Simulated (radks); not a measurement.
Numerical settings for the nickel ion Ni+, [Ar] 3d9. Calculated with a radial shooting solver on a logarithmic mesh with Libxc functionals: Dirac Kohn-Sham, PBE, spin-unpolarised, spherical densities, point nucleus; open shells are shared between the two j in proportion to 2j + 1. The defaults (mesh step 0.008 in ln r, mesh end at 40 bohr or more with all orbitals vanishing there, Anderson mixing 0.5 over 9 steps, residual threshold near 1e-9 with the energy settled to 1e-9 hartree or 1e-11 of itself, here a cap of 52 iterations) give E = -1520.3468 hartree and 3d5/2 at -12.875 eV in 16 iterations. Run on one thread of a shared host, so times are rough (Arm Neoverse V1): 0.11 s of CPU time, 0.11 s wall, 16 iterations on 2476 mesh points. Changes against that run (0 stands for a change within the tolerance of the run):

setting,iterations,converged,E (mhartree),e(3d5/2) (meV),CPU (s)
mesh step in ln r 0.005,16,yes,0,0,0.16
mesh step in ln r 0.003,16,yes,0,0,0.26
mesh step in ln r 0.05,16,yes,+0.0145,0,0.03
mesh end (bohr) 5,16,yes,+8.63,+449,0.1
mesh end (bohr) 2,14,level above zero,+2.59e+03,+2.82e+04,0.07
residual threshold 0.001,12,yes,0,+0.225,0.09
residual threshold 1e-13,22,yes,0,0,0.13
mixing 1.5,21,yes,0,0,0.14
"linear mixing, mixing 0.05",52,no,+0.835,-881,0.28
"linear mixing, mixing 0.5",52,no,+0.00219,+11.8,0.28
mixing history 20,24,yes,0,0,0.14
iteration cap 3,3,no,+103,-1.37e+03,0.03

Settled on a wrong energy, with an occupied level pushed above zero by the early mesh end: mesh end (bohr) 2 (+2.59 hartree). Apart from these: settings that end as converged yet miss the energy by more than 1 mhartree: mesh end (bohr) 5 (+0.00863 hartree). A mesh that ends early acts as a hard wall.
